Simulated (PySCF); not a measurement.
PySCF job for C3H8Si2, SMILES [Si@H](C#C)(C)[SiH3], PBE/pcSseg-1. Geometry: PBE0-D3(BJ)/def2-SVP. The structure was generated by enumeration; whether it is a known compound was not checked.

```python
import numpy as np
from pyscf import gto, scf, dft
from pyscf.prop.nmr import rks as nmr

mol = gto.M(
    atom='''
    C    -1.50604587   -2.34755458   -0.55291490
    C    -0.78958239   -1.48651412   -0.07536958
    Si    0.28120023   -0.14845867    0.59315630
    C     2.08281831   -0.49969987    0.18803825
    Si   -0.44118045    1.86264559   -0.37782083
    H    -2.13863901   -3.11099558   -0.97006954
    H     0.08124346   -0.08986745    2.07465589
    H     2.39572406   -1.45995037    0.62523090
    H     2.22955573   -0.55082879   -0.90120094
    H     2.73043841    0.29430366    0.59035930
    H    -0.27370166    1.79283731   -1.86311285
    H    -1.88031940    2.11774469   -0.06414228
    H     0.37228125    3.01075104    0.13506057
    ''',
    basis='pcSseg-1',
    charge=0,
    spin=0,
    max_memory=1600,
    verbose=3,
)
mf = dft.RKS(mol, xc='pbe')
mf.grids.level = 3
mf.conv_tol = 1e-10
mf.max_cycle = 100
mf.kernel()
n = nmr.NMR(mf)
n.verbose = 2
n.max_cycle_cphf = 60
sigma = n.kernel()
print('atom   isotropic/ppm   span/ppm')
for i, s in enumerate(sigma):
    w = np.linalg.eigvalsh((s + s.T) / 2)
    print(f'{mol.atom_symbol(i):2s}{i + 1:3d} {w.mean():14.3f} {w[2] - w[0]:11.3f}')
```

Program output:

```
converged SCF energy = -697.560946655771
atom   isotropic/ppm   span/ppm
C   1         77.054     241.828
C   2         94.775     291.597
Si  3        402.665      62.395
C   4        184.055      12.316
Si  5        442.198      24.760
H   6         28.857      14.228
H   7         26.590       7.587
H   8         30.460      11.584
H   9         30.791       9.813
H  10         31.085      11.481
H  11         27.651       7.372
H  12         27.580       8.275
H  13         27.721       8.392
```

Self-consistency was reached.

Cost: roughly 30 core-seconds.
